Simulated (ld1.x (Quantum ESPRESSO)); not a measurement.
## Ranking TM semilocal potentials for neon (Ne)

All share these settings but for the change named:

| Property | Result |
| --- | --- |
| Element | Ne |
| Generator | ld1.x (Quantum ESPRESSO) 7.5 |
| Type | norm-conserving Troullier–Martins (semilocal form) |
| Functional | PBE |
| Relativity | scalar-relativistic |
| Frozen core | [He] |
| Valence charge | 8 |
| Reference configuration | 2s2 2p5 (charge +1) |
| Partial waves | 2s (bound): rc 0.55 bohr; 2p (bound): rc 0.90 bohr |
| Local potential | the p channel |
| Core correction | none |

Cutoff: the first of the cutoffs (Ry, on a coarse ladder) from which the occupation-weighted sum of valence levels, in a spherical-Bessel basis at the reference potential, stays within 10 and 1 mRy of its value at 400 Ry; the density cutoff is not measured.

The base gives 260 Ry.

Of 8 variants that were run, those that failed, showed a ghost or another fault, or gave nearly equal values are left out.

A variant can come out equal or close to the base.

Task: Rank these variants from softest to hardest (loose cutoff).
A. wave 2s (bound): rc 0.55 bohr becomes 2s (bound): rc 0.76 bohr
B. wave 2p (bound): rc 0.90 bohr becomes 2p (bound): rc 0.70 bohr
C. reference 2s2 2p6

Result: A (200 Ry), C (230 Ry), B (260 Ry).
